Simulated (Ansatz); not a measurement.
Cl4SW, charge +1, doublet (typed; the unrestricted solution is spin-contaminated), at a GFN2-xTB geometry (such geometries of metal compounds can be far from the true shape) (the multiplicity is a formal guess) (core potentials on W), with bond 2-1 at 1.5 times its length.

Here is a job for Ansatz (a program for electronic structure).
Ansatz 0.2 input:
```yaml
crystal:
  periodic: [false, false, false]
  atoms:
    - {symbol: W, position_ang: [0.00110670, -0.00047700, 0.00117363]}
    - {symbol: S, position_ang: [2.30894463, -0.99517365, 2.44857709]}
    - {symbol: Cl, position_ang: [-1.46446458, 0.63119598, -1.55302746]}
    - {symbol: Cl, position_ang: [0.32912794, 2.09336427, 0.54810743]}
    - {symbol: Cl, position_ang: [1.24014675, -0.93553112, -1.54199173]}
    - {symbol: Cl, position_ang: [-1.55872427, -1.16238046, 1.00507275]}
basis:
  gaussian:
    orbitals: def2-SV_P_.json
hamiltonian:
  xc: hf
total_charge: 1
magnetization: {spin_polarized: true, initial_magnetization: 1}
scf: {lower_state_search: standard}
```
The basis file holds def2-SV(P) in the JSON format of the Basis Set Exchange.

**Question.** Estimate the number of basis functions that Ansatz with HF/def2-SV(P) returns for this input.

**Answer.** 115

**Question.** Give the total energy at the level HF/def2-SV(P).

**Answer.** -2300.9774 Eh

**Question.** Give the <S^2> at the level HF/def2-SV(P).

**Answer.** 1.784
